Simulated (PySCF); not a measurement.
SMILES CB(C)CC[SiH2]Cl, GFN2-xTB optimised geometry.

```
19

Si    -1.97    -2.24     1.80
Cl    -2.06    -2.65     3.78
C     -1.00    -0.63     1.55
C     -0.91    -0.21     0.07
B     -0.10     1.16     0.00
C     -0.89     2.52     0.00
C      1.47     1.16     0.00
H     -1.29    -3.37     1.15
H     -3.34    -2.11     1.31
H      0.02    -0.73     1.95
H     -1.46     0.18     2.12
H     -1.92    -0.12    -0.32
H     -0.42    -1.01    -0.48
H     -1.16     2.76    -1.03
H     -0.32     3.37     0.37
H     -1.83     2.47     0.55
H      1.83     1.40     1.00
H      1.92     0.20    -0.27
H      1.89     1.92    -0.65
```

Density from PBE0/def2-SVP run with PySCF at that geometry.

Minimum of the electron density along straight lines between bonded atoms, close to the bond critical point (lines longer than 1.1 times the sum of covalent radii, or with two minima, are not listed):

```csv
bond,length / Å,ρ at the minimum / e bohr⁻³,∇²ρ there / e bohr⁻⁵,position (fraction from the first atom)
Si1–Cl2,2.024,0.096,0.32,0.37
Si1–C3,1.899,0.114,0.29,0.38
C3–C4,1.544,…,…,0.51
C4–B5,1.586,0.178,…,0.68
B5–C6,1.576,0.180,-0.14,0.32
B5–C7,1.576,0.179,-0.14,0.32
Si1–H8,1.462,0.120,0.31,0.49
Si1–H9,1.462,0.120,0.31,0.49
C3–H10,1.092,0.272,-0.97,0.62
C3–H11,1.093,0.271,-0.96,0.62
C4–H12,1.092,0.272,-0.96,0.62
C4–H13,1.092,0.272,-0.96,0.62
C6–H14,1.091,0.265,-0.91,0.62
C6–H15,1.088,0.272,-0.97,0.62
C6–H16,1.088,0.270,-0.95,0.62
C7–H17,1.091,0.265,-0.92,0.62
C7–H18,1.088,0.272,-0.97,0.62
C7–H19,1.088,0.269,-0.95,0.62
```

Problem. Complete the blanks.

Solution. 
- C3–C4, ρ at the minimum / e bohr⁻³: 0.225
- C3–C4, ∇²ρ there / e bohr⁻⁵: -0.46
- C4–B5, ∇²ρ there / e bohr⁻⁵: -0.15
